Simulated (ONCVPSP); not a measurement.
**What one change does to a pseudopotential (Tb (Z = 65), ONCV)**

terbium (Tb), optimised norm-conserving Vanderbilt (ONCV), made with ONCVPSP 4.0.1 (PBE, scalar-relativistic). Core [Kr] 4d10 4f8, reference 5s2 5p6 5d1 6s1 (charge +1). Waves: 5s+6s: rc 2.25 bohr, ncon 4, nbas 7, qcut 6.6 1/bohr, 3 projectors, debl 0.7 Ha; 5p: rc 2.55 bohr, ncon 4, nbas 7, qcut 5.9 1/bohr, 2 projectors, debl 1.7 Ha; 5d: rc 2.15 bohr, ncon 4, nbas 7, qcut 4.4 1/bohr, 2 projectors, debl 1.9 Ha. Local part: polynomial inside 1.35 bohr (lpopt 5, dvloc0 0 Ha). Core correction: polynomial model core, fcfact 0.35.

Change: p: qcut 8.2.

Cutoffs: the cutoffs (Ha) at which the residual kinetic energy of the hardest occupied pseudo-wave falls to 1 and 0.1 mHa per electron; they do not see the model core or the augmentation charge, which bear on the density cutoff. Errors are all-electron minus pseudo energies relative to the spin-unpolarised reference configuration.

Q: What does the change do?

A: The potential gets harder (13 Ha and 15 Ha → 13 Ha and 17 Ha); the errors of the 4 common tests hardly move; neither file shows a bound ghost. The waves are optimised to have the least kinetic energy above qcut, so the cutoff follows it (qcut²/2 in Ha).

| quantity | base | changed |
| --- | --- | --- |
| cutoff, loose | 13 Ha | 13 Ha |
| cutoff, tight | 15 Ha | 17 Ha |
| loose cutoff by channel | s 13 Ha, p 7.9 Ha, d 8.6 Ha | s 13 Ha, p 13 Ha, d 8.6 Ha |
| bound ghosts | none | none |
| GHOST(+) flags under 300 eV | s at 157.9 eV | s at 157.9 eV |
| error for 5s2 5p6 5d1 6s2, meV [ΔE -6.74 eV] | -0.7 | -0.8 |
| error for 5s2 5p6 5d1 6s0, meV [ΔE 12.26 eV] | -11 | -11 |
| error for 5s2 5p6 5d0 6s0, meV [ΔE 32.15 eV] | -101 | -105 |
| error for 5s2 5p6 5d1 6s1.5, meV [ΔE -4.02 eV] | +0.2 | +0.2 |
| s: phases at 2.28 bohr within 0.05 rad from the reference energy up to (Ha; the scan ends near 5) | to the end of the scan | to the end of the scan |
| p: phases at 2.58 bohr within 0.05 rad from the reference energy up to (Ha; the scan ends near 5) | 3.5 | 3.9 |
| d: phases at 2.18 bohr within 0.05 rad from the reference energy up to (Ha; the scan ends near 5) | to the end of the scan | to the end of the scan |
| rms error of d²Exc/dni dnj with the model core, mHa | 0.75 | 0.81 |
